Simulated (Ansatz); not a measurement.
Mulliken charges of C3H4FGa, SMILES `FCC#[C][GaH2]` from PBE/def2-TZVPP in Ansatz (PBE0-D4/def2-TZVP geometry).

```tsv
atom	x (Å)	y (Å)	z (Å)	charge (e)
F1	2.032	1.948	-0.170	-0.187
C2	1.693	0.748	-0.763	-0.043
C3	0.469	0.201	-0.216	-0.110
C4	-0.554	-0.276	0.227	-0.014
Ga5	-2.169	-1.010	0.941	0.211
H6	1.581	0.922	-1.838	0.104
H7	2.521	0.049	-0.608	0.104
H8	-2.671	-2.369	0.363	-0.033
H9	-2.903	-0.215	2.064	-0.031
```

Question: By hand: the dipole of these point charges (1 e Å = 4.8032 D).

Answer: Σ q r = (-0.350, -0.442, -0.047) e Å, of length 0.566 e Å = 2.72 D.

Question: How does the dipole of the full density compare? (An estimate is asked.)

Answer: Computed: (-0.010, -0.261, -0.178) e Å, 1.52 D; the point charges give 1.79 times that, at 45° from its direction.

Point charges leave out the atoms' own dipoles, such as those of lone pairs, and Mulliken's split depends on the basis, so the two needn't agree.
